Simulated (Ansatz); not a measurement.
Titanium tetrachloride (`[Cl][Ti]([Cl])([Cl])[Cl]`). Total charge 0; spin multiplicity 1. Correlated methods include outer-core shells of Ti, which these sets cover unevenly. Scalar relativity is left out up to krypton.

```xyz
5

Cl   -2.104   -0.496    0.012
Ti    0.000    0.000    0.000
Cl    0.985   -1.077   -1.595
Cl    0.238    2.126   -0.312
Cl    0.882   -0.554    1.895
```

Q: Give the diagnostics of a CCSD(T)/def2-TZVPP run (frozen core, the Gaussian-basis code of Ansatz). (Estimate.)

A: Ansatz gave: T1 = 0.0249, largest single amplitude 0.075, largest double 0.033, (T) share of the correlation energy 5.8 %, 12 CCSD cycles. The RHF solution is stable towards an unrestricted one. T1 lies over the customary mark of 0.02 for closed shells; compounds of d metals often pass it without a breakdown.
